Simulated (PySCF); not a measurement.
## `C(C)=C=C=C=C(C)F`, C7H7F

Geometry (Å), atoms numbered from 1 in this order:
```xyz
15

C    -3.4772    0.8490   -0.3107
C    -2.5717   -0.3391   -0.3840
C    -1.3063   -0.3587   -0.0122
C    -0.0762   -0.3731    0.3506
C     1.1541   -0.3937    0.7080
C     2.4316   -0.4148    1.0411
C     3.5888   -0.1152    0.1603
F     2.7965   -0.7302    2.2935
H    -4.3571    0.6255    0.3154
H    -3.8591    1.1076   -1.3124
H    -2.9633    1.7251    0.1062
H    -3.0040   -1.2695   -0.7809
H     4.2598   -0.9881    0.1065
H     3.2563    0.1453   -0.8517
H     4.1725    0.7228    0.5757
```

Computed, not measured: quadratic response CAM-B3LYP/aug-cc-pVDZ first hyperpolarisability, Taylor convention, gas phase (PySCF 2.14.0). Geometry: PBE0-D3(BJ)/def2-SVP.

Task: Give the tensor of the second harmonic β(−2ω;ω,ω) at 1907 nm in the axes of these coordinates.

Result: In au, Taylor convention; rows are the first index (the induced dipole):
```
       xx     yy     zz     xy     xz     yz
x  +126.4  +24.0  +81.9  +35.3  +59.7   -2.1
y   +34.3  -22.7   -6.4  +22.6   -2.2  +11.8
z   +57.5  +12.1  +79.5   -1.9  +79.5   -6.2
```
Norm of βᵢ = ⅓ Σⱼ (βᵢⱼⱼ + βⱼᵢⱼ + βⱼⱼᵢ): 274.6 au, hyper-Rayleigh value 106.5 au.
